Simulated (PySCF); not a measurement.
C₂H₅O₂ (SMILES COC=[OH+]), charge +1, singlet, geometry from GFN2-xTB; SCAN/cc-pVDZ run with PySCF.

The PySCF input:
```python
from pyscf import gto, scf, dft

mol = gto.Mole()
mol.atom = '''
    C    -0.88185762    0.00899774   -0.07418618
    O    -0.71974313   -1.14547322    0.45674714
    O     0.05802829    0.77784465   -0.34442084
    H    -1.87588460    0.39555666   -0.32671543
    C     1.43664404    0.47811999   -0.10026343
    H     1.82407913    1.26580014    0.54905631
    H     1.57697924   -0.50273413    0.35103154
    H     1.95211849    0.54352817   -1.06056024
    H    -1.51229206   -1.68382867    0.63527512
'''
mol.basis = 'cc-pvdz'
mol.charge = 1
mol.verbose = 4
mol.build()

mf = dft.RKS(mol)
mf.xc = 'scan'
mf.grids.atom_grid = (75, 302)
mf.kernel()
mf.analyze()
```

The log (banner, timings and long lists left out):

```
PySCF version 2.14.0

[INPUT] verbose = 4
[INPUT] num. atoms = 9
[INPUT] num. electrons = 32
[INPUT] charge = 1
[INPUT] spin (= nelec alpha-beta = 2S) = 0
[INPUT] symmetry False subgroup None
[INPUT] Mole.unit = angstrom
[INPUT] Symbol           X                Y                Z      unit          X                Y                Z       unit  Magmom
[...]
nuclear repulsion = 131.071300659133
number of shells = 35
number of NR pGTOs = 139
number of NR cGTOs = 81
basis = cc-pvdz
ecp = {}

******** <class 'pyscf.dft.rks.RKS'> ********
method = RKS
initial guess = minao
damping factor = 0
level_shift factor = 0
DIIS = <class 'pyscf.scf.diis.CDIIS'>
diis_start_cycle = 1
diis_space = 8
diis_damp = 0
SCF conv_tol = 1e-09
SCF conv_tol_grad = None
SCF max_cycles = 50
direct_scf = True
direct_scf_tol = 1e-13
XC library pyscf.dft.libxc version 7.1.2
    S. Lehtola, C. Steigemann, M. J. T. Oliveira, and M. A. L. Marques,  SoftwareX 7, 1–5 (2018)
XC functionals = scan
    J. Sun, A. Ruzsinszky, and J. P. Perdew,  Phys. Rev. Lett. 115, 036402 (2015)
    J. Sun, A. Ruzsinszky, and J. P. Perdew,  Phys. Rev. Lett. 115, 036402 (2015)
radial grids:
    Treutler-Ahlrichs [JCP 102, 346 (1995); DOI:10.1063/1.469408] (M4) radial grids

becke partition: Becke, JCP 88, 2547 (1988); DOI:10.1063/1.454033
pruning grids: <function nwchem_prune>
grids dens level: 3
symmetrized grids: False
atomic radii adjust function: <function treutler_atomic_radii_adjust>
User specified grid scheme (75, 302)
small_rho_cutoff = 0
Set gradient conv threshold to 3.16228e-05
Initial guess from minao.
tot grids = 130592
init E= -230.100846672682
[...]
cycle= 1 E= -229.207749368532  delta_E= 0.893  |g|= 0.699  |ddm|= 2.69
[...]
cycle= 2 E= -228.9891636849  delta_E= 0.219  |g|= 1.26  |ddm|=  1.1
[...]
cycle= 3 E= -229.298458378051  delta_E= -0.309  |g|= 0.0737  |ddm|= 0.758
[...]
cycle= 4 E= -229.299065093584  delta_E= -0.000607  |g|= 0.05  |ddm|= 0.0674
[...]
cycle= 5 E= -229.29948671513  delta_E= -0.000422  |g|= 0.0205  |ddm|= 0.0462
[...]
cycle= 6 E= -229.299571994833  delta_E= -8.53e-05  |g|= 0.00327  |ddm|= 0.0149
[...]
cycle= 7 E= -229.29957419734  delta_E= -2.2e-06  |g|= 0.00109  |ddm|= 0.00302
[...]
cycle= 8 E= -229.299574477451  delta_E= -2.8e-07  |g|= 0.000136  |ddm|= 0.000835
[...]
cycle= 9 E= -229.299574481767  delta_E= -4.32e-09  |g|= 4.2e-05  |ddm|= 0.000127
[...]
cycle= 10 E= -229.299574482197  delta_E= -4.3e-10  |g|= 7.36e-06  |ddm|= 3.96e-05
[...]
Extra cycle  E= -229.299574482193  delta_E= 3.3e-12  |g|= 9.06e-06  |ddm|= 1.26e-05
converged SCF energy = -229.299574482193
**** SCF Summaries ****
Total Energy =                        -229.299574482193208
Nuclear Repulsion Energy =             131.071300659133129
One-electron Energy =                 -563.351729727422367
Two-electron Energy =                  202.980854586096058
Two-electron Coulomb Energy =          232.514936414280527
DFT Exchange-Correlation Energy =      -29.534081828184473
HOMO-LUMO gap [eV] =                     6.447308574804137
**** MO energy ****
[...]
 ** Mulliken pop on meta-lowdin orthogonal AOs  **
 ** Mulliken pop  **
 ** Mulliken atomic charges  **
charge of    0C =      0.49531
charge of    1O =     -0.30776
charge of    2O =     -0.16437
charge of    3H =      0.17854
charge of    4C =     -0.09960
charge of    5H =      0.17009
charge of    6H =      0.14725
charge of    7H =      0.17018
charge of    8H =      0.41038

WARN: System has nonzero charge 1; the dipole moment is origin-dependent.
Location of origin: [0. 0. 0.]

Dipole moment(X, Y, Z, Debye): -2.13357, -1.21847,  0.37685
```
